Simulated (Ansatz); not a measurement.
```xyz
12

F    -0.9385    1.6009   -0.6340
C    -1.1550    0.3873   -1.2721
O    -0.0187   -0.3581   -1.3023
C     0.3582   -0.9311   -0.0524
Si    0.9745    0.2797    1.2818
H    -1.4377    0.6056   -2.3031
H    -1.9666   -0.1067   -0.7205
H     1.1751   -1.6186   -0.2839
H    -0.4671   -1.5423    0.3415
H     1.9205    1.2582    0.6922
H     1.6934   -0.5559    2.2850
H    -0.1380    0.9811    1.9677
```

The species carries charge 0 and has multiplicity 1.

Task: List the ωB97M-V/def2-TZVPP orbital energies in eV (the Gaussian-basis code of Ansatz). (Best estimate.)

Result: Computed: Occupied: -1806.79, -677.39, -526.94, -284.91, -282.81, -147.89, -102.01, -102.00, -101.99, -36.50, -32.53, -23.48, -20.96, -18.01, -17.55, -17.35, -16.54, -14.78, -14.22, -13.54, -13.10, -11.95, -11.68, -11.62, -10.30. Lowest empty: 2.17, 2.97, 3.23, 3.39, 3.59, 3.95, 4.16, 4.67.
